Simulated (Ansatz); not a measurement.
Pulling on the Ge1–H2 bond in BrGeH (SMILES [GeH][Br]) (multiplicity 1 held, fragments rigid). Energies count from the point at 1.603 Å.
Geometry at that point (charge 0, multiplicity 1):
| atom | x (Å) | y (Å) | z (Å) |
|---|---|---|---|
| Ge | -0.6857 | -0.5787 | 0.8219 |
| H | -1.7232 | -1.0732 | -0.2958 |
| Br | 0.6761 | 0.5597 | -0.7430 |

Active spaces are followed from a long bond inwards.

Correlated levels freeze the cores. Filled d and f shells under p-block atoms count as core.

Programs: Ansatz (Gaussian orbitals). 

Give the energy at R = 5.130 Å at the level FIC-NEVPT4(SD) on CASSCF(2,2)/cc-pVDZ.

64.9 kcal/mol

What is the computed energy at R = 5.130 Å (FIC-MRCISD+Q on CASSCF(2,2)/cc-pVDZ)?

66.0 kcal/mol

Ansatz is an electronic-structure program.
